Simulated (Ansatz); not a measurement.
```xyz
10

Cl   -1.657    0.984    2.388
Si   -1.372    0.674    0.368
N     0.279    0.610   -0.062
Ge    1.283   -0.891   -0.317
Cl    1.463   -1.283   -2.434
H    -2.046    1.802   -0.310
H    -1.974   -0.638    0.048
H     0.774    1.482   -0.173
H     0.541   -2.076    0.300
H     2.709   -0.664    0.192
```

Total charge 0; spin multiplicity 1.

Q: List the PBE/def2-TZVPP orbital energies in eV (Ansatz). (Best estimate.)

A: The calculation gave: Occupied: -10805.67, -2738.83, -2738.75, -1780.80, -1338.96, -1192.40, -1192.37, -1192.36, -380.81, -249.42, -249.32, -190.10, -190.02, -189.95, -189.94, -189.84, -189.84, -163.60, -138.42, -115.10, -115.03, -114.99, -95.20, -95.15, -95.12, -30.94, -30.89, -30.84, -30.80, -30.79, -21.56, -20.39, -20.09, -14.30, -13.67, -11.44, -10.08, -9.81, -9.38, -9.36, -9.11, -7.93, -7.68, -7.53, -7.47, -6.90. Lowest empty: -1.10, -0.88, -0.19, -0.11, 0.65, 0.83, 0.94, 1.24.
